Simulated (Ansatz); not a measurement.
Species: YF₂, charge 0, doublet. YF2 (parent SMILES [Y]([F])[F], doublet).
B3LYP-D3(BJ)/def2-TZVP minimum from Ansatz (an electronic-structure program):
```xyz
3

Y      0.2781     0.1657     0.0593
F     -1.0319     0.7780    -1.2933
F     -0.1730    -1.4962     1.0364
```
Charge 0, spin multiplicity 2.

Total energies in hartree (Ansatz). UHF or UKS for unpaired electrons; spin-orbit terms are left out. Cores are frozen in correlated methods (noble-gas shells, and filled d and f shells in the p block). Past Kr the def2 sets carry scalar-relativistic core potentials. For partners of very few electrons the exact lower level stands in for a higher one. The determinant of Y ([Y], doublet) is a saddle point of the SCF energy; a lower one exists, which strains HF and MP2. The spin of F2Y (parent SMILES [F][Y][F], doublet) was assumed, and the state is the lowest solution found for it.

```csv
species,HF/def2-TZVPP,CCSD(T)/def2-TZVPP,HF/def2-QZVPP,CCSD(T)/def2-QZVPP,CCSD(T)/def2-SVP,CCSDT(Q)/def2-SVP
"1: YF2 (parent SMILES [F][Y][F], doublet)",-237.01582,-237.59062,-237.02987,-237.65659,-237.18582,-237.18727
2: Y (doublet),-37.81868,-37.86229,-37.81939,-37.86380,-37.84440,-37.84501
3: F (doublet),-99.41180,-99.62506,-99.41589,-99.65118,-99.43472,-99.43491
```

**Question.** Work out the atomisation energy (electronic, to ground-state atoms) in kcal/mol: take Hartree-Fock from def2-QZVPP, extrapolate the CCSD(T) correlation energy as X^-3 (X = 3, 4), and add CCSDT(Q) - CCSD(T) in def2-SVP. 1 hartree = 627.51 kcal/mol.

**Answer.** 
Species 1: correlation (64·(-0.62672) - 27·(-0.57480))/37 = -0.66461; step -0.00145; E1 = -237.02987 + (-0.66461) + (-0.00145) = -237.69593
Species 2: correlation (64·(-0.04441) - 27·(-0.04361))/37 = -0.04499; step -0.00061; E2 = -37.81939 + (-0.04499) + (-0.00061) = -37.86499
Species 3: correlation (64·(-0.23529) - 27·(-0.21326))/37 = -0.25137; step -0.00019; E3 = -99.41589 + (-0.25137) + (-0.00019) = -99.66745
-1·E1 +1·E2 +2·E3 = 0.49604 hartree = 311.3 kcal/mol.
